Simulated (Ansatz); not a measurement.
A geometry relaxed with CAM-B3LYP-D3(BJ)/def2-SVP in Ansatz (an electronic-structure program), charge 0, multiplicity 1:

```xyz
14

C     -2.5279     1.2736    -0.0027
C     -2.9414     0.0213     0.0012
C      1.8043     2.1812    -0.0065
C      2.6407    -1.2952     0.0027
C     -1.8173     2.3129    -0.0058
C     -2.5720    -1.1823     0.0043
C      2.8304    -0.0506    -0.0009
C      0.6752     2.8628    -0.0074
C      0.6337    -2.8721     0.0073
C      2.6593     1.2571    -0.0046
C     -1.8505    -2.2863     0.0067
C     -0.6793    -2.7481     0.0074
C      1.7251    -2.2445     0.0053
C     -0.5804     2.7703    -0.0069
```

Question: Write the SMILES of this molecule.

Answer: cyclo[14]carbon `c1c#cc#cc#cc#cc#cc#cc#1`
